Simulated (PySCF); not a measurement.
## Ta (tantalum, neutral) across methods

[Xe] 4f14 5d4 6s1, high-spin 6D determinant (an excited configuration). All numbers are calculated (PySCF 2.14, scalar relativity through the core potential, in aug-cc-pVTZ-PP with ECP60MDF).

| method | E (hartree) | mean ε 5p β (eV) | mean ε 6s α (eV) | mean ε 5d α (eV) | Σ⟨r²⟩ (bohr²) | ⟨S²⟩ |
| --- | --- | --- | --- | --- | --- | --- |
| r2SCAN | -57.3091 | -36.304 | -5.676 | -3.548 | 54.33 | 8.752 |
| LDA | -57.1329 | -35.702 | -5.633 | -3.438 | 55.33 | 8.751 |
| TPSSh | -57.2600 | -36.702 | -5.618 | -3.714 | 54.81 | 8.751 |
| UHF | -56.73673 | -42.916 | -7.486 | -7.087 | 54.49 | 8.757 |
| TPSS | -57.2723 | -35.931 | -5.384 | -3.313 | 55.08 | 8.751 |
| HSE06 | -57.2651 | -37.313 | -5.646 | -3.976 | 54.63 | 8.752 |
| LC-wPBE | -57.2765 | -40.310 | -7.871 | -6.709 | 53.63 | 8.753 |
| PBE0 | -57.2651 | -37.699 | -6.025 | -4.374 | 54.45 | 8.752 |
| PBE | -57.3012 | -35.691 | -5.425 | -3.361 | 55.13 | 8.751 |

Energies and moments cover only the electrons outside the core potential. Spin-orbit coupling, absent here, splits the open shell strongly.
